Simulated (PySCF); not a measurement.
C₄H₄N, SMILES [c]1ccc[nH]1, multiplicity 2. Atoms are numbered in the order given.

```xyz
9

C      1.2036    -0.0540     0.0000
C      0.4238    -1.1828     0.0000
C     -0.9273    -0.6908     0.0000
C     -0.8881     0.6896     0.0000
N      0.4436     1.0712     0.0000
H      0.7495    -2.2197     0.0000
H     -1.8285    -1.3023     0.0000
H     -1.6858     1.4291     0.0000
H      0.7885     2.0219     0.0000
```
Charge 0, spin multiplicity 2.

Coordinates come from a B3LYP-D3(BJ)/def2-SVP optimisation. The isomer is the one that the SMILES or the coordinates give; other isomers of the formula were not compared.

Two levels are set side by side: PBE/pcH-1 (PySCF) and B3LYP/pcH-1 (PySCF). Contact hyperfine couplings, same geometry. Differences are taken from unrounded values.

| quantity | PBE |
|---|---|
| A(iso) of 13C, atom C1 (MHz) | 524.6 |
| A(iso) of 13C, atom C2 (MHz) | 43.5 |
| A(iso) of 13C, atom C3 (MHz) | 50.9 |
| A(iso) of 13C, atom C4 (MHz) | 37.3 |
| A(iso) of 14N, atom N5 (MHz) | 18.4 |
| A(iso) of 1H, atom H6 (MHz) | 15.4 |
| A(iso) of 1H, atom H7 (MHz) | 18.4 |
| A(iso) of 1H, atom H8 (MHz) | 13.3 |
| A(iso) of 1H, atom H9 (MHz) | 16.4 |

These are the PBE values. What does B3LYP give? (Estimate from the structure and the level; the computed values follow.)


| quantity | B3LYP | PBE minus B3LYP |
|---|---|---|
| A(iso) of 13C, atom C1 (MHz) | 554.5 | -29.9 |
| A(iso) of 13C, atom C2 (MHz) | 44.6 | -1.1 |
| A(iso) of 13C, atom C3 (MHz) | 51.4 | -0.5 |
| A(iso) of 13C, atom C4 (MHz) | 35.6 | 1.7 |
| A(iso) of 14N, atom N5 (MHz) | 18.4 | 0.0 |
| A(iso) of 1H, atom H6 (MHz) | 15.3 | 0.1 |
| A(iso) of 1H, atom H7 (MHz) | 16.6 | 1.8 |
| A(iso) of 1H, atom H8 (MHz) | 13.7 | -0.4 |
| A(iso) of 1H, atom H9 (MHz) | 16.4 | 0.0 |

Rough cost on one machine, each run with all the roots and properties that it gave: B3LYP against PBE within a factor of 2.
